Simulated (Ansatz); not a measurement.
Input for Ansatz (a first-principles code): R-r2SCAN/def2-TZVPP on HF (SMILES F).

Ansatz 0.2 input:
```yaml
crystal:
  periodic: [false, false, false]
  atoms:
    - {symbol: F, position_ang: [-0.00000000, 0.00000000, 0.46222970]}
    - {symbol: H, position_ang: [0.00000000, -0.00000000, -0.46222970]}
basis:
  gaussian:
    orbitals: def2-TZVPP
hamiltonian:
  xc: {name: r2SCAN}
scf: {lower_state_search: off}
```

Program output:

```
WARN ansatz: RAYON_NUM_THREADS=4 ignored (pool sized by the plan → 4); use --threads N
Functional definition: r2SCAN
these checks for a lower state are left out or cut short: stability, starts, cluster_reference, orbital_swaps, neighbouring_geometries, increment
integrals: 0.00 GiB planned
215 factors; their error is unknown
mean field: 0.09 GiB planned
mean field evaluation 1: about -2731.7941 eV, gradient 3.4e1 eV
mean field evaluation 2: about -2729.3764 eV, gradient 5.5e1 eV
mean field evaluation 4: about -2733.2933 eV, gradient 3.1e-1 eV
mean field evaluation 8: about -2733.2923 eV, gradient 1.3e-3 eV
mean field -2733.29226072 eV, -100.4466378893 hartree, gradient 6.4e-6 eV, S^2 0.000000; 0 other end points of the search recorded, 0 dependent functions left out
reference -2733.29226392 eV, -100.4466380071 hartree; 5, 5 occupied and 40, 40 virtual orbitals, 215 factors
Total energy: -2733.29226392 eV, -100.4466380071 hartree
Checks for a lower state left out: stability, starts, cluster_reference, orbital_swaps, neighbouring_geometries, increment
```

The run converged.

Cost: very roughly 0.3 core-seconds.
